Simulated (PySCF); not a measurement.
Compound: SnCl4.
Geometry (PBE0-D3(BJ)/def2-SVP, Å), atoms numbered from 1 in this order:
```xyz
5
SnCl4 angstrom
Sn     0.0160   -0.0176   -0.0032
Cl    -0.1563   -0.1222    2.3039
Cl     2.2456   -0.0008   -0.6226
Cl    -1.0158    1.8946   -0.8022
Cl    -1.0147   -1.8645   -0.9379
```

Computed, not measured: PySCF, PBE0-D3(BJ)/def2-SVP geometry optimisation, gas phase, def2 core potentials past Kr.

Task: Which atoms are bound to Sn1, and at what distances?

Result: 4 atoms: Cl5 2.312 Å, Cl3 2.314 Å, Cl4 2.315 Å, Cl2 2.316 Å.

Task: List the angles at Sn1.

Result: 
```json
{"angle": "Cl2–Sn1–Cl4", "degrees": "110.4", "distance of the outer atoms (Å)": "3.80"}
{"angle": "Cl2–Sn1–Cl3", "degrees": "109.8", "distance of the outer atoms (Å)": "3.79"}
{"angle": "Cl2–Sn1–Cl5", "degrees": "109.5", "distance of the outer atoms (Å)": "3.78"}
{"angle": "Cl3–Sn1–Cl4", "degrees": "109.3", "distance of the outer atoms (Å)": "3.78"}
{"angle": "Cl3–Sn1–Cl5", "degrees": "109.1", "distance of the outer atoms (Å)": "3.77"}
{"angle": "Cl4–Sn1–Cl5", "degrees": "108.8", "distance of the outer atoms (Å)": "3.76"}
```

Task: What is the shape at Sn1?

Result: Tetrahedral: angles from 108.8° to 110.4°; τ4 = (360° − α − β)/141° = 0.99 with α and β the two widest (0 for a square, 1 for a tetrahedron). Differences among atoms that Td makes equivalent are scatter left by the optimiser.

Point group: Td (every atom within 0.08 Å of its image). Charge 0, singlet. Whether it is a minimum is left open (no frequencies).
